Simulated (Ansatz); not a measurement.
H2O2Zn (SMILES [OH][Zn][OH]), singlet, at a GFN2-xTB geometry (such geometries of metal compounds can be far from the true shape). Base run: B3LYP/6-31G** run with Ansatz (a program for electronic structure).

Geometry (Å):
```xyz
5

Zn    -0.0004     0.1695     0.0311
O      1.2532    -0.1577    -1.0818
H      1.8266     0.5156    -1.4417
O     -1.2514    -0.5375     0.9544
H     -1.8278    -0.0385     1.5292
```
All else is at Ansatz's defaults.
Base energy -1930.79348 Eh.

Each row names what was changed in the base input (with any setting that the change needs).

```csv
change,ΔE vs base (µEh)
base,0.0
"final_grid = 14, 28, 59",0.1
lower_state_search = full,0.0
"final_grid = 6, 12, 29",0.1
"final_grid = 4, 8, 17",70.3
nuclear_model = gaussian,5992
fitting.mean_field = def2-universal-JKFIT,-30.5
forces = on,0.0
"final_grid = 10, 20, 41",0.4
"point_charge = charge:-1.0 position_ang:-3.6459, 3.9308, -0.4173",-9744
accuracy = high,-0.2
```
